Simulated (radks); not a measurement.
The tin ion Sn3+, configuration [Kr] 4d8 5s2 5p1 (not the ground configuration). All-electron calculation, scalar-relativistic Kohn-Sham, PBE, spin-polarised, spherical densities, point nucleus; open shells are filled with parallel spins first (spin-orbit coupling, left out, can overturn this in heavy ions). Program: a radial shooting solver on a logarithmic mesh with Libxc functionals.

Radial electron density D(r) = 4 pi r^2 rho(r):

```
   r/bohr * D(r) (the largest magnitude, 81.2, reaches the edge; | marks zero)
 0.002037 |   *
 0.002717 |     *
 0.003595 |        *
 0.004757 |            *
 0.006345 |                  *
 0.008395 |                          *
  0.01111 |                                 *
  0.01481 |                                        *
   0.0196 |                                           *
  0.02594 |                                         *
  0.03459 |                                      *
  0.04577 |                                      *
  0.06056 |                                             *
  0.08077 |                                                      *
   0.1069 |                                                    *
   0.1414 |                                         *
   0.1886 |                                      *
   0.2495 |                                             *
   0.3302 |                                      *
   0.4404 |                    *
   0.5827 |             *
   0.7709 |              *
    1.028 |          *
    1.361 |    *
      1.8 | *
    2.401 |*
    3.177 *
    4.203 *
    5.606 *
```

D(r) has 4 maxima, at r = 0.0204, 0.0896, 0.264, 0.759 bohr, and minima at 0.0399, 0.173, 0.573 bohr, inside which lie 2.00, 11.16, 29.03 electrons.
